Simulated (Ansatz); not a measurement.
Ansatz (a first-principles code) input (CCSD(T)/def2-TZVPP):

Ansatz 0.2 input:
```yaml
crystal:
  periodic: [false, false, false]
  atoms:
    - {symbol: Sb, position_ang: [0.00343563, -0.00004988, 0.25533134]}
    - {symbol: F, position_ang: [-1.37945032, -1.00852517, -0.46401559]}
    - {symbol: F, position_ang: [-0.19341695, 1.69352816, -0.47944651]}
    - {symbol: F, position_ang: [1.55339872, -0.68472034, -0.50341548]}
basis:
  gaussian:
    orbitals: def2-TZVPP
total_charge: 1
magnetization: {spin_polarized: true, initial_magnetization: 1}
correlation: {method: ccsd_t, electrons: outside_noble_gas}
```

Output:

```
Functional definition: HF
integrals: 0.49 GiB planned
1085 factors; integrals over basis functions are off by at most 8.1e-4 eV
mean field: 0.58 GiB planned
mean field evaluation 1: about -14613.5714 eV, gradient 5.5e1 eV
mean field evaluation 2: about -14613.5788 eV, gradient 5.5e1 eV
mean field evaluation 4: about -14623.0667 eV, gradient 2.9e0 eV
mean field evaluation 8: about -14623.1962 eV, gradient 1.1e-1 eV
mean field evaluation 16: about -14623.1703 eV, gradient 1.1e0 eV
mean field evaluation 32: about -14618.2234 eV, gradient 9.0e-2 eV
mean field evaluation 64: about -14620.1993 eV, gradient 5.7e-4 eV
mean field evaluation 96: about -14615.5032 eV, gradient 2.9e1 eV
mean field -14623.19635937 eV, -537.3925542484 hartree, gradient 3.2e-6 eV, S^2 0.772634; 1 other end points of the search recorded, 0 dependent functions left out
determinant -14623.19635937 eV, -537.3925542484 hartree, with singles and doubles -14646.43599644 eV, -538.2465951584 hartree
determinant -14620.19931135 eV, -537.2824147650 hartree, with singles and doubles -14642.56199075 eV, -538.1042280749 hartree
12 core orbitals not correlated
reference -14623.19635937 eV, -537.3925542484 hartree; 13, 12 occupied and 118, 119 virtual orbitals, 1085 factors
second order -23.47111831 eV of doubles, -0.00000000 eV of singles
coupled cluster: 1.46 GiB planned
cycle   1  -23.24650918 eV  change    -2.7e0 eV  update   2.7e-2
cycle   2  -23.30571761 eV  change   -5.9e-2 eV  update   6.7e-3
cycle   3  -23.30540454 eV  change    3.1e-4 eV  update   3.7e-3
cycle   4  -23.30709512 eV  change   -1.7e-3 eV  update   1.6e-3
cycle   5  -23.30701687 eV  change    7.8e-5 eV  update   9.5e-4
cycle   6  -23.30817790 eV  change   -1.2e-3 eV  update   4.6e-4
cycle   7  -23.30817964 eV  change   -1.7e-6 eV  update   2.0e-4
cycle   8  -23.30810192 eV  change    7.8e-5 eV  update   8.6e-5
cycle   9  -23.30805647 eV  change    4.5e-5 eV  update   3.2e-5
cycle  10  -23.30804449 eV  change    1.2e-5 eV  update   1.4e-5
perturbative correction -0.80693739 eV, -0.0296544021 hartree
Total energy: -14647.31134125 eV, -538.2787634867 hartree
```
